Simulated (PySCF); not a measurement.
A GIAO shielding run with PySCF 2.14.0 with density-fitted response routines (density fitting, non-relativistic, gas phase) on SMILES c1c(Cl)sc(CC=C)[n+]1C, [C7H9ClNS]+:

```
$ OMP_NUM_THREADS=1 python probes_run.py task.json out

{"job": {"kind": "nmr", "xc": "PBE0", "basis": "pcSseg-1"}, "charge": 1, "multiplicity": 1}
C      2.641689    -0.840826     0.840023
C      2.046812    -0.047498    -0.029206
C      1.019102    -0.523336    -1.036774
C     -0.227317     0.267980    -0.909451
S     -0.652850     1.531544    -1.978709
C     -2.078322     1.871349    -1.031810
Cl    -3.164646     3.105913    -1.439696
C     -2.142496     1.017824     0.025594
N     -1.102227     0.137148     0.080480
C     -0.973096    -0.852171     1.123963
H      3.395746    -0.469358     1.511521
H      2.428293    -1.895685     0.899619
H      2.289571     1.003423    -0.087664
H      0.823223    -1.586578    -0.882013
H      1.423595    -0.387394    -2.041586
H     -2.915861     1.000787     0.771189
H     -1.770874    -0.720811     1.849985
H     -0.008725    -0.746238     1.622669
H     -1.041422    -1.856823     0.704405
```

Hardware: 1 thread of an Arm Neoverse V1, shared host. The job also computes population analyses, field gradients, ring-centre shieldings.

(1) How large is the calculation?

(2) How long does it take, and how much memory does it need?

Results:

(1) 90 electrons, 229 basis functions and 1225 auxiliary functions.

(2) 71 s of wall time, with 15 SCF cycles and 5 response iterations; peak memory 1 GiB. Times on a shared host scatter by some tens of per cent.
